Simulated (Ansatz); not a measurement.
Born–Oppenheimer molecular dynamics of ClFGeH2 (5 atoms, charge 0, multiplicity 1). It starts from a relaxed structure.

Theory: RKS PBE0-D4/def2-SVP (Ansatz 0.2.0).

```
ensemble        : NVT, Langevin thermostat
time step       : 0.5 fs
steps asked     : 100
set temperature : 200 K
friction        : 0.001 /fs
seed            : 773774
```

First frame:

```xyz
5
Properties=species:S:1:pos:R:3
Ge -0.062 0.000 -0.001
Cl -0.002 0.000 2.141
F 1.583 0.000 -0.548
H -0.697 1.306 -0.482
H -0.697 -1.306 -0.482
```

**Question.** How far do the bonds stretch over the last three quarters of this one trajectory? (Pairs bonded in most of those frames.)

**Answer.** 
```tsv
bond	mean (Å)	spread (Å)	shortest	longest
Ge1–Cl2	2.145	0.021	2.11	2.17
Ge1–F3	1.737	0.007	1.73	1.75
Ge1–H4	1.535	0.037	1.48	1.59
Ge1–H5	1.532	0.013	1.51	1.55
```

Mean temperature of the second half: 102 K. The mean temperature of the second half is 49 % below the set value. A run of 0.05 ps of so small a system gives no equilibrium averages.

Time of the run: 4 min on 1 thread of Arm Neoverse V1, with other jobs on the host, peak memory 0.14 GiB.
